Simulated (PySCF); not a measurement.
C2H4FNSi, SMILES C1[SiH2][C@@H](N=1)F.

Geometry optimised at PBE-D3(BJ)/def2-SVP. The structure was generated by enumeration; whether it is a known compound was not checked.

All values below come from PySCF with PBE-D3(BJ)/def2-SVP.

Frequencies are harmonic and unscaled.

**Question.** List the normal modes with their intensities. (The exact figures need the calculation; the answer reports its results.)

**Answer.** 
```json
[
 {"mode": "1", "ν (cm⁻¹)": "176", "IR (km/mol)": "3.0", "moving atoms (share of kinetic energy)": "C 31 %, N 26 %, H 23 %, F 20 %"},
 {"mode": "2", "ν (cm⁻¹)": "265", "IR (km/mol)": "4.3", "moving atoms (share of kinetic energy)": "F 38 %, H 28 %, Si 21 %, C 10 %"},
 {"mode": "3", "ν (cm⁻¹)": "395", "IR (km/mol)": "12.6", "moving atoms (share of kinetic energy)": "H 48 %, N 16 %, F 15 %, Si 11 %, C 10 %"},
 {"mode": "4", "ν (cm⁻¹)": "525", "IR (km/mol)": "10.4", "moving atoms (share of kinetic energy)": "Si 35 %, C 26 %, N 22 %, F 9 %"},
 {"mode": "5", "ν (cm⁻¹)": "533", "IR (km/mol)": "0.5", "moving atoms (share of kinetic energy)": "H 50 %, C 17 %, F 15 %, N 12 %"},
 {"mode": "6", "ν (cm⁻¹)": "597", "IR (km/mol)": "5.7", "moving atoms (share of kinetic energy)": "H 52 %, N 16 %, C 13 %, Si 10 %, F 9 %"},
 {"mode": "7", "ν (cm⁻¹)": "648", "IR (km/mol)": "27.1", "moving atoms (share of kinetic energy)": "H 64 %, C 29 %"},
 {"mode": "8", "ν (cm⁻¹)": "737", "IR (km/mol)": "54.2", "moving atoms (share of kinetic energy)": "H 50 %, C 26 %, Si 21 %"},
 {"mode": "9", "ν (cm⁻¹)": "782", "IR (km/mol)": "23.5", "moving atoms (share of kinetic energy)": "C 46 %, H 34 %, Si 10 %"},
 {"mode": "10", "ν (cm⁻¹)": "873", "IR (km/mol)": "54.7", "moving atoms (share of kinetic energy)": "H 66 %, C 18 %, N 13 %"},
 {"mode": "11", "ν (cm⁻¹)": "914", "IR (km/mol)": "59.8", "moving atoms (share of kinetic energy)": "H 84 %"},
 {"mode": "12", "ν (cm⁻¹)": "960", "IR (km/mol)": "30.0", "moving atoms (share of kinetic energy)": "C 50 %, H 25 %, N 23 %"},
 {"mode": "13", "ν (cm⁻¹)": "1110", "IR (km/mol)": "104.5", "moving atoms (share of kinetic energy)": "C 44 %, H 32 %, F 23 %"},
 {"mode": "14", "ν (cm⁻¹)": "1133", "IR (km/mol)": "52.3", "moving atoms (share of kinetic energy)": "H 54 %, C 36 %, F 8 %"},
 {"mode": "15", "ν (cm⁻¹)": "1230", "IR (km/mol)": "14.3", "moving atoms (share of kinetic energy)": "H 69 %, C 19 %, N 12 %"},
 {"mode": "16", "ν (cm⁻¹)": "1297", "IR (km/mol)": "30.6", "moving atoms (share of kinetic energy)": "H 82 %, C 16 %"},
 {"mode": "17", "ν (cm⁻¹)": "1550", "IR (km/mol)": "12.5", "moving atoms (share of kinetic energy)": "C 51 %, N 46 %"},
 {"mode": "18", "ν (cm⁻¹)": "2127", "IR (km/mol)": "132.4", "moving atoms (share of kinetic energy)": "H 97 %"},
 {"mode": "19", "ν (cm⁻¹)": "2172", "IR (km/mol)": "77.7", "moving atoms (share of kinetic energy)": "H 96 %"},
 {"mode": "20", "ν (cm⁻¹)": "2965", "IR (km/mol)": "18.3", "moving atoms (share of kinetic energy)": "H 92 %"},
 {"mode": "21", "ν (cm⁻¹)": "3062", "IR (km/mol)": "19.4", "moving atoms (share of kinetic energy)": "H 91 %, C 9 %"}
]
```
